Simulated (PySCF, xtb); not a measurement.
C3H3Cl2F, SMILES F[C@@H]1CC1(Cl)Cl.

GFN2-xTB (xtb) at its own geometry gives an orbital gap of 5.80 eV and a dipole moment of 2.11 D.

Coordinates come from a B3LYP-D3(BJ)/def2-SVP optimisation. The structure was generated by enumeration; whether it is a known compound was not checked.

**Question.** What does PBE/def2-TZVP (PySCF) give? (Estimate from the structure and the level; the computed values follow.)

**Answer.** gap 5.43 eV (levels -6.70 and -1.27 eV), dipole 1.95 D.
